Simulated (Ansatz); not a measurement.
Reaction (cleavage of the Si–Si bond): `F[SiH](Cl)[SiH2]Cl` + PH₃ → `P[SiH2]Cl` + `F[SiH2]Cl`

Calculated with Ansatz (gas phase, PBE0-D4/def2-TZVP geometries, no zero-point term in ΔE). CCSD(T)/CBS is the MP2 limit (def2-TZVPP, def2-QZVPP) plus CCSD(T) − MP2 in def2-TZVPP, frozen cores. This one scheme is used for every species. Functionals use def2-TZVPP. One conformer a species, not always the lowest.

| level | ΔE (kJ/mol) |
| --- | --- |
| B2PLYP | -31.8 |
| PBE | -25.4 |
| CCSD(T)/def2-TZVPP | -31.2 |
| HF/def2-QZVPP | -33.7 |

(1) What does CCSD(T)/CBS give? (Best estimate.)

Largest T1 diagnostic among the species: 0.013.

## Answers

(1) Ansatz gave: -32.3 kJ/mol. The listed levels differ from it by 0.5, 6.9, 1.1, -1.4 kJ/mol.

From PBE to PBE0 (25 % exact exchange), in def2-TZVPP and without D4, ΔE moves by −3.4 kJ/mol.

CCSD(T)/CBS has its own doubt, a few kJ/mol and more with outer-core shells, so smaller differences from it don't rank the levels.
